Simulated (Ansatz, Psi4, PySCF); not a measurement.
CsI, charge -1, doublet, at the geometry of the source list (a state made from the parent by changing its charge; the spin is typed, not shown lowest) (core potentials on Cs, I) (in this run its highest filled SCF level lies above zero, so its values depend strongly on the basis, on diffuse functions most of all). Base run: PBE/def2-SVP (PySCF).

The PySCF input:
```python
from pyscf import gto, scf, dft

mol = gto.M(
    atom='''
Cs   -1.12140000   -0.79660000   -0.95550000
I     1.12140000    0.79660000    0.95550000
''',
    basis='def2-svp',
    ecp={'Cs': 'def2-svp', 'I': 'def2-svp'},
    charge=-1,
    spin=1,
    verbose=4,
)

mf = dft.UKS(mol)
mf.xc = 'pbe'
mf.kernel()
```

The same geometry, method and basis name were run in Ansatz (a quantum-chemistry and plane-wave program) and Psi4 and PySCF, at each program's defaults and at the settings that a row names. The base is PySCF at its defaults. Differences at the defaults can come from grids, fitting, cores and function types together.

| code and settings | ΔE vs base (µEh) | basis functions | E (Eh) | SCF cycles |
|---|---|---|---|---|
| PySCF, defaults (exact integrals, its default grid, spherical functions) | 0.0 | 50 | -317.95178 | 12 |
| Psi4, defaults (density fitting with its default set, its default grid, spherical functions) | -5.5 | 50 | -317.95179 | 10 |
| Ansatz, defaults (factorised integrals, its default grid, spherical functions) | 49.9 | 50 | -317.95173 | - |
| PySCF, density fitting with def2-universal-jkfit | -20.7 | 50 | -317.95180 | 12 |
| PySCF, fine grid | 37.6 | 50 | -317.95175 | 12 |
| Psi4, exact integrals, spherical functions, fine grid | 50.4 | 50 | -317.95173 | 12 |
| Ansatz, high accuracy | 50.1 | 50 | -317.95173 | - |

Open shells are given as the SCF converged; they aren't shown to be the lowest states, and a large step between rows can be another state.
